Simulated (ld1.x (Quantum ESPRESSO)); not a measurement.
**phosphorus (P): one change to an RRKJ potential, before and after**

| Quantity | Value |
| --- | --- |
| Element | P |
| Generator | ld1.x (Quantum ESPRESSO) 7.5 |
| Type | norm-conserving RRKJ (Kleinman–Bylander form) |
| Functional | LDA (PZ) |
| Relativity | non-relativistic |
| Frozen core | [Ne] |
| Valence charge | 5 |
| Reference configuration | 3s2 3p2.5 (charge +0.5) |
| Partial waves | 3p (bound): rc 1.75 bohr; 3d channel at -0.15 Ry: rc 1.40 bohr; 3s (bound): rc 1.35 bohr |
| Local potential | the s channel |
| Core correction | a·sin(br)/r model core inside 0.95 bohr |
| rho0 | 0.001 |

Change: reference 3s2 3p3.

Cutoffs: the cutoffs (Ry, on a coarse ladder) from which the occupation-weighted sum of valence levels, in a spherical-Bessel basis at the reference potential, stays within 10 and 1 mRy of its value at 400 Ry; they do not see the model core or the augmentation charge, which bear on the density cutoff. Errors are all-electron minus pseudo energies relative to the spin-unpolarised reference configuration.

What does the change do?

The potential gets neither clearly harder nor softer (35 Ry and 80 Ry → 35 Ry and 70 Ry); the s channel sets the loose cutoff, while the largest relative change is in p, which becomes softer; neither file shows a bound ghost.

| quantity | base | changed |
| --- | --- | --- |
| cutoff, loose | 35 Ry | 35 Ry |
| cutoff, tight | 80 Ry | 70 Ry |
| loose cutoff by channel (10 mRy a level) | p 15 Ry, s 18 Ry | p 10 Ry, s 18 Ry |
| bound ghosts | none | none |
| largest error over its own tests, meV | +206 | +227 |
| s: phases at 1.89 bohr within 0.05 rad from the reference energy up to (Ry; the scan ends near 5) | 3.7 | 4.0 |
| p: phases at 1.89 bohr within 0.05 rad from the reference energy up to (Ry; the scan ends near 5) | to the end of the scan | to the end of the scan |
| d: phases at 1.89 bohr within 0.05 rad from the reference energy up to (Ry; the scan ends near 5) | to the end of the scan | to the end of the scan |
